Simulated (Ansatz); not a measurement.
Consider the redistribution: `[CH3][GeH]([F])[F]` + `NBBr` → `[F][GeH2][F]` + `CB(N)Br`.

Calculated with Ansatz (gas phase, PBE0-D4/def2-TZVP geometries, no zero-point term in ΔE). CBS: MP2 limit from def2 TZ/QZ plus the TZ coupled-cluster correction, frozen cores. Functionals use def2-TZVPP. B3LYP here is the variant with VWN-RPA as its local correlation; programs differ in this. HSE06 is defined as in plane-wave codes. For Br, Ge outer-core shells are correlated without core-valence functions, which leaves a few kJ/mol of doubt a bond. Scalar relativity is left out up to krypton. Each species was taken in one conformer, which may not be the lowest.

(1) Is it downhill or uphill in electronic energy at CCSD(T)/CBS, and by how much? (Best estimate.)

(2) What do these levels give: PBE0-D4, B3LYP-D4, r2SCANh-D4, HSE06-D4, CAM-B3LYP-D4, ωB97M-V, r2SCANh, HSE06, HF/def2-SVP, SCS-MP2/def2-TZVPP, SCS-MP2/def2-QZVPP, CCSD/CBS(def2)? (Best estimate.)

Largest T1 diagnostic among the species: 0.012.

Results:

(1) Computed: Uphill: ΔE = +1.0 kcal/mol.

(2) Ansatz gave: PBE0-D4 -0.1, B3LYP-D4 0.2, r2SCANh-D4 0.0, HSE06-D4 -0.1, CAM-B3LYP-D4 0.0, ωB97M-V 0.1, r2SCANh 0.1, HSE06 0.2, HF/def2-SVP -0.9, SCS-MP2/def2-TZVPP 0.8, SCS-MP2/def2-QZVPP 0.9, CCSD/CBS(def2) 1.0 kcal/mol.

At CCSD(T), def2-SVP lies −2.2 kcal/mol from the extrapolated value and def2-TZVPP −0.2 kcal/mol. Leaving LDA and LC-ωPBE aside and taking each functional with its dispersion term where it has one, the values, not all of them listed here, spread over 2.5 kcal/mol, from B97M-V to B2PLYP. LDA lies −1.3 kcal/mol from PBE without D4.
